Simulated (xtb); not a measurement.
xtb input (GFN1-xTB):

```bash
xtb mol.xyz --gfn 1 --sp --chrg 0 --uhf 0
```
mol.xyz:
```
7

C      1.20993766     1.55704865    -0.02012093
C      0.47027911     0.60519436    -0.00782061
Si    -0.64956681    -0.83591672     0.01080212
H      1.86266867     2.39703733    -0.03097566
H     -0.02736337    -1.92954694     0.78731950
H     -0.89001830    -1.28716499    -1.37653400
H     -1.93265227    -0.45094935     0.63660977
```

Output:

```
           -------------------------------------------------
          |                Calculation Setup                |
           -------------------------------------------------

           -------------------------------------------------
          |                 G F N 1 - x T B                 |
           -------------------------------------------------

        Reference                      10.1021/acs.jctc.7b00118
      * Hamiltonian:
        H0-scaling (s, p, d)           1.850000    2.250000    2.000000
        zeta-weighting                 0.000000
      * Dispersion:
        s8                             2.400000
        a1                             0.630000
        a2                             5.000000
        s9                             0.000000
      * Repulsion:
        kExp                           1.500000
        rExp                           1.000000
      * Coulomb:
        alpha                          2.000000
        third order                    atomic
        anisotropic                    false
      * Halogen bond correction:
        rad-scale                      1.300000
        damping                        0.440000

          ...................................................
          :                      SETUP                      :
          :.................................................:
          :  # basis functions                  26          :
          :  # atomic orbitals                  25          :
          :  # shells                           15          :
          :  # electrons                        16          :
          :  # halogen bonds                     0          :
          :  max. iterations                   250          :
          :  Hamiltonian                  GFN1-xTB          :
          :  restarted?                      false          :
          :  GBSA solvation                  false          :
          :  PC potential                    false          :
          :  electronic temp.          300.0000000     K    :
          :  accuracy                    1.0000000          :
          :  -> integral cutoff          0.2500000E+02      :
          :  -> integral neglect         0.1000000E-07      :
          :  -> SCF convergence          0.1000000E-05 Eh   :
          :  -> wf. convergence          0.2000000E-04 e    :
          :  Broyden damping             0.4000000          :
          :  net charge                          0          :
          :  unpaired electrons                  0          :
          ...................................................

 iter      E             dE          RMSdq      gap      omega  full diag
   1     -8.3144318 -0.831443E+01  0.776E+00    5.46       0.0  T
   2     -8.3355984 -0.211666E-01  0.455E+00    5.67       1.0  T
   3     -8.3320963  0.350213E-02  0.123E+00    5.50       1.0  T
   4     -8.3382463 -0.615000E-02  0.343E-01    5.45       1.0  T
   5     -8.3385804 -0.334124E-03  0.460E-02    5.53       1.0  T
   6     -8.3385884 -0.802749E-05  0.118E-02    5.53       3.2  T
   7     -8.3385883  0.744388E-07  0.915E-03    5.53       4.1  T
   8     -8.3385886 -0.295201E-06  0.254E-04    5.53     148.6  T
   9     -8.3385886 -0.134166E-09  0.914E-05    5.53     413.4  T
  10     -8.3385886 -0.285922E-10  0.174E-05    5.53    2171.4  T

   *** convergence criteria satisfied after 10 iterations ***

         #    Occupation            Energy/Eh            Energy/eV
      -------------------------------------------------------------
         1        2.0000           -0.6441323             -17.5277
         2        2.0000           -0.6304479             -17.1554
         3        2.0000           -0.5755588             -15.6618
         4        2.0000           -0.4834168             -13.1544
         5        2.0000           -0.4834168             -13.1544
         6        2.0000           -0.4824419             -13.1279
         7        2.0000           -0.4627417             -12.5918
         8        2.0000           -0.4627417             -12.5918 (HOMO)
         9                         -0.2594109              -7.0589 (LUMO)
        10                         -0.2594109              -7.0589
        11                         -0.1919015              -5.2219
        12                         -0.1610756              -4.3831
        13                         -0.1610756              -4.3831
       ...                                ...                  ...
        25                          1.3645823              37.1322
      -------------------------------------------------------------
                  HL-Gap            0.2033308 Eh            5.5329 eV
             Fermi-level           -0.3610763 Eh           -9.8254 eV

 SCC (total)                   0 d,  0 h,  0 min,  0.005 sec
 SCC setup                      ...        0 min,  0.000 sec (  1.057%)
 Dispersion                     ...        0 min,  0.000 sec (  0.485%)
 classical contributions        ...        0 min,  0.000 sec (  0.181%)
 integral evaluation            ...        0 min,  0.001 sec ( 31.598%)
 iterations                     ...        0 min,  0.001 sec ( 27.734%)
 molecular gradient             ...        0 min,  0.002 sec ( 37.292%)
 printout                       ...        0 min,  0.000 sec (  1.503%)

         :::::::::::::::::::::::::::::::::::::::::::::::::::::
         ::                     SUMMARY                     ::
         :::::::::::::::::::::::::::::::::::::::::::::::::::::
         :: total energy              -8.173075202872 Eh    ::
         :: gradient norm              0.031367630156 Eh/a0 ::
         :: HOMO-LUMO gap              5.532912476983 eV    ::
         ::.................................................::
         :: SCC energy                -8.338588633752 Eh    ::
         :: -> electrostatic           0.003825090187 Eh    ::
         :: repulsion energy           0.167233634753 Eh    ::
         :: dispersion energy         -0.001720203872 Eh    ::
         :: halogen bond corr.         0.000000000000 Eh    ::
         :: add. restraining           0.000000000000 Eh    ::
         :: total charge              -0.000000000000 e     ::
         :::::::::::::::::::::::::::::::::::::::::::::::::::::

           -------------------------------------------------
          |                Property Printout                |
           -------------------------------------------------

    * Orbital Energies and Occupations

         #    Occupation            Energy/Eh            Energy/eV
      -------------------------------------------------------------
         1        2.0000           -0.6441323             -17.5277
         2        2.0000           -0.6304479             -17.1554
         3        2.0000           -0.5755588             -15.6618
         4        2.0000           -0.4834168             -13.1544
         5        2.0000           -0.4834168             -13.1544
         6        2.0000           -0.4824419             -13.1279
         7        2.0000           -0.4627417             -12.5918
         8        2.0000           -0.4627417             -12.5918 (HOMO)
         9                         -0.2594109              -7.0589 (LUMO)
        10                         -0.2594109              -7.0589
        11                         -0.1919015              -5.2219
        12                         -0.1610756              -4.3831
        13                         -0.1610756              -4.3831
        14                         -0.1069303              -2.9097
        15                         -0.0613509              -1.6694
        16                         -0.0613509              -1.6694
        17                         -0.0493889              -1.3439
Note: The following floating-point exceptions are signalling: IEEE_DENORMAL
normal termination of xtb
        18                          0.0149601               0.4071
        19                          0.0149601               0.4071
       ...                                ...                  ...
        25                          1.3645823              37.1322
      -------------------------------------------------------------
                  HL-Gap            0.2033308 Eh            5.5329 eV
             Fermi-level           -0.3610763 Eh           -9.8254 eV

  Mulliken/CM5 charges         n(s)   n(p)   n(d)
     1C    -0.00673 -0.05583   1.119  2.887  0.000
     2C    -0.09691 -0.06176   1.165  2.932  0.000
     3Si    0.24814 -0.03682   1.301  1.912  0.540
     4H     0.06033  0.11401   0.940  0.000  0.000
     5H    -0.06828  0.01347   1.068  0.000  0.000
     6H    -0.06828  0.01347   1.068  0.000  0.000
     7H    -0.06828  0.01347   1.068  0.000  0.000

Wiberg/Mayer (AO) data.
largest (>0.10) Wiberg bond orders for each atom

 ---------------------------------------------------------------------------
     #   Z sym  total        # sym  WBO       # sym  WBO       # sym  WBO
 ---------------------------------------------------------------------------
     1   6 C    3.981 --     2 C    2.793     4 H    0.978     3 Si   0.187
     2   6 C    3.938 --     1 C    2.793     3 Si   1.091
     3  14 Si   4.084 --     2 C    1.091     7 H    0.931     5 H    0.931
                             6 H    0.931     1 C    0.187
     4   1 H    0.994 --     1 C    0.978
     5   1 H    0.990 --     3 Si   0.931
     6   1 H    0.990 --     3 Si   0.931
     7   1 H    0.990 --     3 Si   0.931
 ---------------------------------------------------------------------------

Topologies differ in total number of bonds
Writing topology from bond orders to xtbtopo.mol

 dipole moment from electron density (au)
     X       Y       Z
   0.2376   0.3058  -0.0040  total (Debye):    0.984

           -------------------------------------------------
          | TOTAL ENERGY               -8.173075202872 Eh   |
          | GRADIENT NORM               0.031367630156 Eh/α |
          | HOMO-LUMO GAP               5.532912476983 eV   |
           -------------------------------------------------

------------------------------------------------------------------------
------------------------------------------------------------------------
 total:
 SCF:
```
